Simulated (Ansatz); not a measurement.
ClFH₅NSi₂, SMILES `F[SiH2]N[SiH2]Cl` from Hartree–Fock to CCSD(T)

Z-matrix (Å, degrees):
```
Si
N 1 1.713
F 1 1.599 2 111.6
H 1 1.478 2 108.2 3 -117.7
H 1 1.479 2 109.9 3 117.4
Si 2 1.715 1 127.4 3 98.4
H 2 1.011 1 116.4 3 -83.7
Cl 6 2.059 2 112.2 1 101.5
H 6 1.479 2 110.6 1 -140.5
H 6 1.477 2 107.8 1 -16.7
```

The species carries charge 0 and has multiplicity 1. All single points use the PBE0-D4/def2-TZVP geometry. It is one conformer, not always the lowest. Frozen core, restricted reference, the Gaussian-basis code of Ansatz. CBS rows extrapolate triple and quadruple zeta; past MP2 they add the triple-zeta difference.

| basis | HF (Eh) | MP2 corr. |
| --- | --- | --- |
| def2-TZVPP | -1194.46204 | -0.89057 |
| def2-QZVPP | -1194.50149 | -0.96929 |

(1) Estimate the CCSD correlation energy and the (T) correction in each basis where they were run (hartree).

Answers

(1) 
```json
{"basis": "def2-TZVPP", "CCSD corr.": "-0.93986", "(T)": "-0.03328"}
{"basis": "CBS(def2)", "CCSD corr.": "-1.07689", "(T)": "as TZ"}
```
